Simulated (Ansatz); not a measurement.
## Match the barriers

Saddle point of SiAsH$_{7}$O$_{2}$, closed shell (SiH₄O₂ ([OH][SiH2][OH]) + AsH₃ → SiAsH₅O ([OH][SiH2][AsH2]) + H₂O; bonds formed: Si1–As7, O2–H6; bonds broken: Si1–O2, H6–As7), PBE0-D4/def2-TZVP structure:

| atom | x (Å) | y (Å) | z (Å) |
| --- | --- | --- | --- |
| Si1 | 0.2772 | -0.4369 | -0.9872 |
| O2 | 1.0015 | -0.7721 | 0.6604 |
| H3 | 1.1987 | -1.4247 | -1.6173 |
| H4 | -1.0728 | -1.0190 | -1.1594 |
| O5 | 0.7413 | 0.9233 | -1.7620 |
| H6 | 0.2795 | -0.2639 | 1.2114 |
| As7 | -1.2378 | 1.2066 | 0.7564 |
| H8 | 1.2451 | -1.6759 | 0.9189 |
| H9 | 0.2539 | 1.7101 | -1.4984 |
| H10 | -2.1291 | 0.1616 | 1.4099 |
| H11 | -0.5575 | 1.5908 | 2.0673 |

Computed with Ansatz 0.2.0 (basis: def2-TZVPP, with def2-QZVPP for the basis limit); correlated methods freeze the cores. Filled d shells of the heavier atoms are correlated. The def2 sets are not built for correlating such inner shells, so the correlated values are less sure here. Extrapolation: Hartree–Fock as exp(−7.88 √X), correlation as X^−2.97. Four methods, as single points on the PBE0-D4 structures, gave these electronic barriers from the start structure: 41.47, 45.18, 50.03, 66.17 kcal/mol.

Question: The methods were, in alphabetical order, HF, MP2, PBE-D4, PBE0-D4. Which gave which? (Judge from chemistry; the calculation decides.)

Answer: The calculation gives: PBE-D4 41.47; PBE0-D4 45.18; MP2 50.03; HF 66.17 kcal/mol. For comparison, CCSD(T) at an estimated basis limit (MP2 extrapolated from triple and quadruple zeta, plus CCSD(T) − MP2 in triple zeta) gives 50.02 kcal/mol.

The T1 diagnostic stays at or below 0.013.

Labels in which every atom is bracketed show which atoms are joined, not bond orders.

For scale, one of the runs: CCSD(T)/def2-TZVPP, 250 basis functions, launched by `ansatz run in.yaml --threads 8 --pin off --events-out ev --progress --plain --max-ram 19148MiB`. Hardware: 8 CPU threads of an Arm Neoverse V1, shared host. Wall time 2.2 min; peak host memory 5.4 GiB.
